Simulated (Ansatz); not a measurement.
System: CH2Br, net charge 0, doublet state. It need not be the lowest isomer of its formula. SMILES: [CH2]Br
Geometry: optimised at B3LYP-D3(BJ)/def2-TZVP (Ansatz, a program for electronic structure).

Property: atomisation energy (electronic, to ground-state atoms), in eV. Valence correlation only, unless marked. Open shells are spin-unrestricted. Spin-orbit coupling is left out. The frozen core is the preceding noble-gas configuration, with the filled d and f shells of earlier blocks. No relativistic terms. The coupled-cluster limit lacks core correlation, which all-electron functionals hold. CBS(X,Y): correlation extrapolated as X^-3; Hartree-Fock from the larger set.

```csv
level,program,atomisation energy (eV)
HF/def2-SVP,Ansatz,8.83
HF/cc-pVTZ,Ansatz,8.76
```

Estimate the value at CCSD(T)/CBS(cc-pVTZ,cc-pVQZ) as computed with Ansatz.

11.94 eV, so HF/cc-pVTZ differs from it by -3.18 eV.
